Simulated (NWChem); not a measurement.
# C2H6O2Si; SMILES O=C[SiH2]CO

```xyz
11

O     -0.9481     2.1604     0.0870
C      0.2278     1.8735    -0.0548
Si     0.8129     0.0292     0.0001
C     -0.6891    -1.1277    -0.1787
O     -0.3227    -2.4965     0.0482
H      0.9745     2.6926    -0.2098
H      1.8342    -0.2046    -1.0565
H      1.4625    -0.1932     1.3252
H     -1.5175    -0.8057     0.4698
H     -1.0700    -1.0849    -1.2044
H     -0.1314    -2.5986     0.9932
```
Atoms are numbered in this order, from 1.

All runs: NWChem. Geometry: optimised at B3LYP/6-31G* (spherical d).

For level CAM-B3LYP/def2-TZVP:

```
Property                     Result
---------------------------  ------
highest occupied level (eV)   -8.49
orbital gap (eV)               7.96
dipole (D)                     1.81
```

Problem. Estimate the same quantities for level TPSSh/def2-TZVP.

Solution. 
| Property | Result |
|---|---|
| highest occupied level (eV) | -6.26 |
| orbital gap (eV) | 4.01 |
| dipole (D) | 1.66 |
